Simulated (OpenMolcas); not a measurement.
Cr4+ with 6 ligands (fluoride) in tetragonal octahedral coordination (D4h). The axial distance is 1.08 times the equatorial one, R.

* Program: OpenMolcas
* Method: CASSCF
* Basis: ANO-RCC-VDZP [5s4p2d1f]
* Scalar Hamiltonian: DKH2, point nucleus
* Active space: 2 electrons in 5 orbitals (3d)
* State averaging: 2S+1 = 3 even, 10 roots; 2S+1 = 1 even, 15 roots
* Spin-orbit coupling: state interaction with AMFI integrals over the reference wave functions

All ligands move together. At R = 1.77 Å the first state of the same spin is 1284 cm-1, and at R = 1.92 Å it is 942.2 cm-1.

Q: A third run gives 1066 cm-1. What distance was it run at?

A: With a power law R^-n the two known points give n = -ln(942.2 / 1284) / ln(1.92 / 1.77) = 3.80. Then R = 1.77 × (1284 / 1066)^(1/3.80) = 1.859 Å. The run was at 1.86 Å, so the estimate is off by -0.001 Å.

Without dynamic correlation the repulsion within the d shell is too large (B by tens of per cent), so at a given field states of lower spin stand too high. Ligand-to-metal charge-transfer states are missing. With no ligand orbital active B as a rule stays too high, so bands that hang on it stand too high and its fall with covalency is understated. With metal d orbitals alone and no dynamic correlation the field as a rule comes out too small, by tens of per cent, by up to half for chloride and softer ligands. The least metal-like active orbital is 80 % on the metal (Löwdin) and no ligand orbital is active, so the numbers are rough (holds for R = 1.77; R = 1.86). The least metal-like active orbital is 81 % on the metal (Löwdin) and no ligand orbital is active, so the numbers are rough (holds for R = 1.92). No measured value stands beside these numbers; the geometry was imposed, not optimised, and the real ion may take another.
